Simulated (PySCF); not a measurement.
Potential energy of H2 along the bond

Set-up: PySCF, spin-free X2C with a Gaussian nucleus, basis sets H jorge-DZP-DKH. Energies in eV from H + H in their ground configurations at the same level. State: ¹Σg⁺ (singlet), closed shell.

Curves on a restricted Hartree–Fock reference rise too fast on stretching and do not dissociate correctly.

```csv
R (Å),RHF
0.655,-3.328
0.686,-3.448
0.716,-3.514
0.739,-3.534
0.762,-3.533
0.785,-3.512
0.815,-3.460
0.853,-3.362
0.899,-3.205
0.960,-2.949
```

**Question.** Put a parabola through the three lowest points of the RHF curve and estimate Re, k and ωe (reduced mass 0.5039 u; 1 eV/Å² = 0.16022 mdyn/Å; ωe = 1302.8·√(k/μ) cm⁻¹).

**Answer.** Through R = 0.716, 0.739, 0.762 Å the second-order coefficient is 19.8 eV/Å², so Re ≈ 0.749 Å, k ≈ 6.36 mdyn/Å and ωe ≈ 4628 cm⁻¹. A polynomial fit of higher order to the unrounded RHF energies gives Re = 0.749 Å, k = 6.25 mdyn/Å, ωe = 4587 cm⁻¹; anharmonicity and rounding make the difference.

The higher-order fit for each curve: RHF: Re = 0.749 Å, ωe = 4587 cm⁻¹, De = 3.54 eV.

Where the molecule has an RHF reference, its open-shell atoms are computed with UHF. Hartree–Fock leaves out correlation, which carries a large part of most bond energies and some tenths to 1 eV of ionisation energies.
